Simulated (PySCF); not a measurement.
A calculated (PBEsol, PySCF 2.14, x2c-TZVPPall with one added diffuse shell each of s, p, d, f type, scalar relativity by spin-free X2C-1e) atom or ion has these occupied shells.

```csv
shell,electrons,orbital energy (eV),"rms radius, mean of both spins (bohr)"
1s α,1,-55315.8,0.0236
1s β,1,-55315.7,0.0236
2s α,1,-9253.5,0.0953
2s β,1,-9253.4,0.0953
2p α,3,-8218.1,0.0858
2p β,3,-8218.1,0.0858
3s α,1,-2067.6,0.246
3s β,1,-2066.3,0.246
3p α,3,-1749.7,0.246
3p β,3,-1748.5,0.246
3d α,5,-1336.9,0.225
3d β,5,-1335.9,0.225
4s α,1,-408.97,0.552
4s β,1,-406.28,0.552
4p α,3,-303.90,0.587
4p β,3,-301.23,0.587
4d α,5,-159.75,0.643
4d β,5,-157.12,0.643
5s α,1,-50.780,1.36
5s β,1,-49.458,1.36
5p α,3,-26.311,1.63
5p β,3,-25.363,1.63
4f α,7,-4.127,1.01
6s α,1,-3.829,4.34
6s β,1,-3.746,4.34
4f β,4,-2.203,1.01
```

(1) Name the element and its charge.

Answers

(1) Ho (holmium, neutral), in [Xe] 4f11 6s2, one real determinant.
